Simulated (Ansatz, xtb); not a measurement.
Two isomers of CH8FPSi2

Structure X is `C[SiH2][Si@H](F)P`, a singlet and structure Y is `F[Si@H](P)C[SiH3]`, a singlet. Both are isolated molecules in the gas phase, relaxed with B3LYP-D3(BJ)/def2-SVP, each in the lowest conformer that the search found.

Quicker runs give these differences E(Y) − E(X): GFN2-xTB −3.9 kcal/mol; HF/STO-3G +1.4 kcal/mol (at GFN2-xTB geometries); r2SCAN-D4/def2-SVP −4.2 kcal/mol (at GFN2-xTB geometries).

Problem. Estimate which is lower in electronic energy at CCSD(T)/def2-SVP + ΔMP2/def2-TZVPP, and by roughly how much.

Solution. The CCSD(T)/def2-SVP + ΔMP2/def2-TZVPP calculation puts structure Y lower, by 4.8 kcal/mol.

How the difference moves with the method:

```tsv
level	geometry	E(Y) − E(X) (kcal/mol)	departure from the last row (kcal/mol)	job, with rough time for the two
GFN2-xTB	GFN2-xTB	−3.9	+0.8	optimisation, 0.52 s
HF/STO-3G	GFN2-xTB	+1.4	+6.2	single point, 0.76 s
r2SCAN-D4/def2-SVP	GFN2-xTB	−4.2	+0.5	single point, 5.3 s
B3LYP-D3(BJ)/def2-SVP	B3LYP-D3(BJ)/def2-SVP	−3.4	+1.4	optimisation, 2 min
HF/def2-SVP	B3LYP-D3(BJ)/def2-SVP	−5.0	−0.2	part of the CCSD(T) run
MP2/def2-SVP	B3LYP-D3(BJ)/def2-SVP	−6.0	−1.2	part of the CCSD(T) run
CCSD(T)/def2-SVP	B3LYP-D3(BJ)/def2-SVP	−4.7	+0.1	single point
CCSD(T)/def2-SVP + ΔMP2/def2-TZVPP	B3LYP-D3(BJ)/def2-SVP	−4.8		single point, 59 s
```

As drawn, Y has 1 C–Si, 1 Si–H in place of 1 Si–Si, 1 C–H.

HF/STO-3G puts the two in the other order. The largest departure from CCSD(T)/def2-SVP + ΔMP2/def2-TZVPP is that of HF/STO-3G, 6.2 kcal/mol. The last row adds to CCSD(T) the change of the MP2 difference between the two basis sets, here −0.1 kcal/mol.

With thermal terms from frequencies at re-optimised GFN2-xTB minima (ideal gas, soft modes damped towards free rotors, one conformer each, 298.15 K, 1 atm): on the last row, ΔE + ΔZPE = −6.2, ΔH = −6.4, ΔG = −5.7 kcal/mol.

The correlated steps freeze 17 core orbitals. Codes used: Ansatz 0.2.0, xtb 6.7.1; the last row on 2 threads of Intel(R) Xeon(R) Processor @ 2.70GHz on a shared host.
